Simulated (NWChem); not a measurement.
Correlation energy of C₂H₂N₂O

```
O
C 1 1.3628
N 2 1.3011 1 113.19
C 1 1.3628 2 101.61 3 0.00
N 4 1.3011 1 113.19 2 0.00
H 2 1.0958 3 128.77 5 180.00
H 4 1.0958 5 128.77 3 180.00
```
Charge 0, spin multiplicity 1.

All runs are NWChem calculations. The geometry was optimised at PBE/def2-SVP, a minimum by its harmonic frequencies.

Basis set: STO-3G. Each correlation energy counts from its own Hartree-Fock reference.

The correlated methods keep 5 core orbitals frozen. The structure started from a generated list of species. No row is a measurement; the coupled-cluster row has its own basis-set and correlation limits.

### Question
Order these methods by the correlation energy they give, lowest first: MP2, SCS-MP2, CCSD, CCSD+T(CCSD), CCSD(T), CR-CCSD[T].

### Answer
CCSD+T(CCSD) (-342.3 mHa), CCSD(T) (-341.3 mHa), CR-CCSD[T] (-339.4 mHa), CCSD (-330.8 mHa), SCS-MP2 (-292.5 mHa), MP2 (-290.9 mHa)
